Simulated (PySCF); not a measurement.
Another site gives an ion 68965.09 eV lower (`O[SiH2]Br`) at the level CAM-B3LYP-D3(BJ)/def2-TZVPD (PySCF).

Excitations are Tamm–Dancoff values on a coarser integration grid.

Z-matrix (Å, degrees):
```
Si
O 1 1.6501
H 2 0.9583 1 119.67
H 1 1.4761 2 105.03 3 168.74
H 1 1.4842 4 109.45 2 118.21
C 1 1.8594 4 110.68 5 120.31
H 6 1.0906 1 111.01 4 59.38
H 6 1.0913 7 108.14 1 -122.57
H 6 1.0920 7 108.07 8 -116.27
```
Charge 0, multiplicity 1.

Question: Estimate the S1–T1 gap (TDA), S1 excitation (TDA), T1 excitation (TDA), LUMO and S1 oscillator strength that PySCF with TPSSh-D3(BJ)/def2-TZVPD // CAM-B3LYP-D3(BJ)/def2-TZVPD returns for this input.

Answer: 
The S1–T1 gap (TDA) comes out as 0.25 eV and the S1 excitation (TDA) is 6.86 eV. The T1 excitation (TDA) is 6.62 eV and the LUMO is -0.30 eV. The S1 oscillator strength is 0.014.
